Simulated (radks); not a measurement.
Values are calculated unless marked as measured or tabulated.
Question: These are the eigenvalues of the occupied orbitals of an atom or ion with whole-number occupations (eV). Level of theory: Dirac Kohn-Sham, LDA (Slater exchange, Perdew-Wang correlation), spin-unpolarised, spherical densities, finite nucleus; Fermi nuclear charge, rms radius of each element as measured or else 0.836 A^(1/3) + 0.57 fm (a radial shooting solver on a logarithmic mesh with Libxc functionals).

| orbital | eigenvalue |
|---|---|
| 1s1/2 | -73692.03 |
| 2s1/2 | -12841.39 |
| 2p1/2 | -12302.53 |
| 2p3/2 | -10773.04 |
| 3s1/2 | -3000.974 |
| 3p1/2 | -2758.591 |
| 3p3/2 | -2425.147 |
| 3d3/2 | -2016.375 |
| 3d5/2 | -1944.079 |
| 4s1/2 | -646.1761 |
| 4p1/2 | -544.3545 |
| 4p3/2 | -465.7852 |
| 4d3/2 | -298.0612 |
| 4d5/2 | -283.5048 |
| 5s1/2 | -108.8136 |
| 5p1/2 | -77.2706 |
| 4f5/2 | -70.9734 |
| 4f7/2 | -68.1635 |
| 5p3/2 | -64.9032 |
| 5d3/2 | -23.9180 |
| 5d5/2 | -22.7660 |

Which element is it, and in what charge state? The configuration may be excited. Open shells, if any, are shared by 2j + 1.

Answer: Z = 76, osmium, charge +2: Os2+ in [Xe] 4f14 5d6. The list shows which subshells hold electrons but not how many an open one holds; the 1s level, -2708.1 hartree, gives Z - s = 73.6 by -(Z - s)^2/2, which with screening and relativity narrows Z to a few neighbours, and the depths of the outer levels then fix element, charge and occupations together.
